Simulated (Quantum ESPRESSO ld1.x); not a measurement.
Q: These are the eigenvalues of the occupied orbitals of an atom or ion with whole-number occupations (eV). Calculated with ld1.x of Quantum ESPRESSO 7.5: scalar-relativistic Kohn-Sham, LDA (Slater exchange, Perdew-Wang correlation), spin-polarised, spherical densities, point nucleus.

1s: -1273.97
2s: -99.4584
2p: -66.8384

Which element is it, and in what charge state? The configuration may be excited. Open shells, if any, are filled with parallel spins first.

A: Z = 12, magnesium, charge +2: Mg2+ in [Ne]. The list shows which subshells hold electrons but not how many an open one holds; the 1s level, -46.818 hartree, gives Z - s = 9.7 by -(Z - s)^2/2, which with screening and relativity narrows Z to a few neighbours, and the depths of the outer levels then fix element, charge and occupations together.
